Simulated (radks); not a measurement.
Results of a calculation; reference values are marked as such.
Question: These are the eigenvalues of the occupied orbitals of an atom or ion with whole-number occupations (eV). Code: a radial shooting solver on a logarithmic mesh with Libxc functionals. Model: Dirac Kohn-Sham, BLYP, spin-unpolarised, spherical densities, finite nucleus; Fermi nuclear charge, rms radius of each element as measured or else 0.836 A^(1/3) + 0.57 fm.

orbital  eigenvalue
1s1/2     -67161.41
2s1/2     -15748.43
2p1/2     -15416.14
2p3/2     -14295.64

Which element is it, and in what charge state? The configuration may be excited. Open shells, if any, are shared by 2j + 1.

Answer: Z = 70, ytterbium, charge +62: Yb62+ in [He] 2s2 2p4. The list shows which subshells hold electrons but not how many an open one holds; the 1s level, -2468.1 hartree, gives Z - s = 70.3 by -(Z - s)^2/2, which with screening and relativity narrows Z to a few neighbours, and the depths of the outer levels then fix element, charge and occupations together.
